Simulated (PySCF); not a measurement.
**From computed data to an observable: oscillator strength and radiative lifetime**

B3H7N3, SMILES B1NB[NH2+]BN1, charge +1.

Geometry optimised at B3LYP-D3(BJ)/def2-SVP. The isomer is the one that the SMILES or the coordinates give; other isomers of the formula were not compared.

TDDFT-PBE/def2-SVPD run with PySCF puts the first singlet state with f over 0.02 at 5.84 eV (vertical), with the transition dipole (0.000, 0.720, 0.000) in atomic units.

Question: Find the oscillator strength, the wavelength and the radiative lifetime that this transition would have in vacuum if emission retraced absorption.

Answer: 
|μ|² = 0.5184 au, so |μ| = 1.83 D. ΔE = 5.84/27.211 = 0.2146 hartree. f = (2/3) ΔE |μ|² = 0.074 (the program prints 0.074).
λ = 1239.84/5.84 = 212 nm; ν = 47103 cm⁻¹.
Einstein's coefficient A = 0.6670 ν² f s⁻¹ (ν in cm⁻¹) = 1.1e8 s⁻¹, so τ = 1/A = 9.1 ns. This state is S1. The figure is the radiative limit of this one transition; relaxation, internal conversion, crossing to triplets and a medium change what is measured.
